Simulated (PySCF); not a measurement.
Br2ClIn. Atoms are numbered in the order given.

```xyz
4

In     0.0000     0.0000    -0.3324
Cl     0.0000     0.0000    -2.6755
Br     0.0000     2.1576     0.8825
Br     0.0000    -2.1576     0.8825
```
Charge 0, spin multiplicity 1.

The structure is a stationary point at B3LYP-D3(BJ)/def2-SVP. The structure was generated by enumeration; whether it is a known compound was not checked. The def2 effective core potentials stand for the cores of In; spin–orbit coupling is left out.

Calculation: B3LYP-D3(BJ)/def2-SVP (PySCF).

Frequencies are harmonic and unscaled.

| mode | ν (cm⁻¹) | IR (km/mol) | Raman (Å⁴/amu) | depolarisation | moving atoms (share of kinetic energy) |
|---|---|---|---|---|---|
| 1 | 64 | 2.9 | 2.9 | 0.74 | Br 69 %, In 24 % |
| 2 | 82 | 7.6 | 0.0 | – | In 59 %, Cl 22 %, Br 18 % |
| 3 | 82 | 6.3 | 3.3 | 0.75 | Cl 66 %, Br 24 %, In 10 % |
| 4 | 223 | 4.0 | 18.8 | 0.11 | Br 78 %, In 12 %, Cl 10 % |
| 5 | 282 | 45.6 | 3.3 | 0.75 | In 51 %, Br 49 % |
| 6 | 375 | 48.0 | 10.7 | 0.34 | Cl 72 %, In 27 % |
